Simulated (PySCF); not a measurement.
Predicted microwave data (PBE0-D3(BJ)/def2-SVP geometry optimisation, gas phase (PySCF)) for one isomer of C4H13GeN:

```
Rotational constants : A = 3287, B = 1375, C = 1147 MHz
Dipole components    : |μa| = 0.52 D, |μb| = 0.16 D, |μc| = 0.12 D
Inertial defect      : -80.85 u·Å²
κ                    : -0.79
```

**Question.** Which candidate fits, each taken in the one conformer that was computed?
A. GeH3(NHtBu), `[GeH3][NH]C(C)(C)C`
B. `[CH3:1][CH2:2][CH2:3][N:4]([CH3:5])[GeH3:6]` with C1–C2–C3–N4 -59°, C2–C3–N4–C5 -64°
C. GeHMe2(NMe2), `[H][Ge]([CH3])([CH3])[N](C)C`
D. GeMe3(NHMe) (`[Ge]([NH]C)([CH3])([CH3])[CH3]`)

**Answer.** B. It is CCC[N](C)[GeH3], an asymmetric top, point group C1. The candidates at the same level (rigid rotor, commonest isotopes):

```tsv
SMILES	A (MHz)	B (MHz)	C (MHz)	μa (D)	μb (D)	μc (D)	Δ (u·Å²)	point group	rotor
[H][Ge]([H])([H])[NH]C(C)(C)C	4288	1152	1151	0.69	0.25	0.50	-117.41	C1	–
C[NH][Ge]([CH3])([CH3])[CH3]	2831	1801	1783	0.20	0.09	0.62	-175.66	–	–
CCC[N](C)[GeH3]	3287	1375	1147	0.52	0.16	0.12	-80.85	C1	asymmetric top
[H][Ge]([CH3])([CH3])[N](C)C	3158	1787	1510	0.39	0.03	0.70	-108.15	C1	asymmetric top
```

`C[NH][Ge]([CH3])([CH3])[CH3]` has C 55 % too high; `[H][Ge]([CH3])([CH3])[N](C)C` has C 32 % too high; `[H][Ge]([H])([H])[NH]C(C)(C)C` has A 30 % too high. No structure here is proved a minimum.
